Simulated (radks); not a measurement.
Results of a calculation; reference values are marked as such.
Mg4+, configuration [He] 2s2 2p4 (the NIST ground configuration).

Code: a radial shooting solver on a logarithmic mesh with Libxc functionals. Model: scalar-relativistic Kohn-Sham, PBEsol, spin-polarised, spherical densities, point nucleus; open shells are filled with parallel spins first.

Energy parts (eV):
total: -5225.375
kinetic: 5233.582
electron-nucleus: -11875.136
Hartree: 1787.569
exchange-correlation: -371.390

Orbitals (lengths in bohr, moments of r in powers of bohr):
orbital,occ.,eigenvalue (eV),<r^2>
1s up,1,-1356.921,0.02305
1s down,1,-1353.924,0.02294
2s up,1,-162.8898,0.4957
2s down,1,-156.8728,0.5087
2p up,3,-131.4387,0.4492
2p down,1,-124.7822,0.4692

The highest occupied level is 2p down at -124.78 eV. For comparison, the ionisation energy in NIST's Atomic Spectra Database is 141.33 eV (semi-empirical). In exact Kohn-Sham theory the highest level is minus the ionisation energy, but local and semilocal functionals leave it too shallow, through self-interaction and a potential that decays too fast; potentials with the right tail come closer. The density falls to 0.001 e/bohr^3 at r = 1.89 bohr.
